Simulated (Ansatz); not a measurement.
carbon atom (C), triplet; MP2/pcseg-2 run with Ansatz (a quantum-chemistry and plane-wave program).

Here is a job for Ansatz.
Ansatz 0.2 input:
```yaml
crystal:
  periodic: [false, false, false]
  atoms:
    - {symbol: C, position_ang: [0.00000000, 0.00000000, 0.00000000]}
basis:
  gaussian:
    orbitals: pcseg-2
magnetization: {spin_polarized: true, initial_magnetization: 2}
correlation: {method: mp2}
```

### Question
Predict the main parts of the log of this Ansatz run.

### Answer

```
Functional definition: HF
175 factors; integrals over basis functions are off by at most 1.6e-4 eV
mean field evaluation 1: about -1025.2164 eV, gradient 6.2e0 eV
mean field evaluation 2: about -1025.2185 eV, gradient 6.2e0 eV
mean field evaluation 4: about -1025.5705 eV, gradient 3.1e-1 eV
mean field evaluation 8: about -1025.5720 eV, gradient 6.2e-4 eV
mean field evaluation 16: about -1025.5720 eV, gradient 6.4e-4 eV
mean field evaluation 32: about -1025.5720 eV, gradient 1.4e-6 eV
mean field -1025.57195369 eV, -37.6890741404 hartree, gradient 1.4e-6 eV, S^2 2.009008; 3 other end points of the search recorded, 0 dependent functions left out
1 core orbitals not correlated
reference -1025.57195369 eV, -37.6890741404 hartree; 3, 1 occupied and 26, 28 virtual orbitals, 175 factors
second order -1.75143497 eV of doubles, -0.00000000 eV of singles
Total energy: -1027.32338866 eV, -37.7534381885 hartree
```
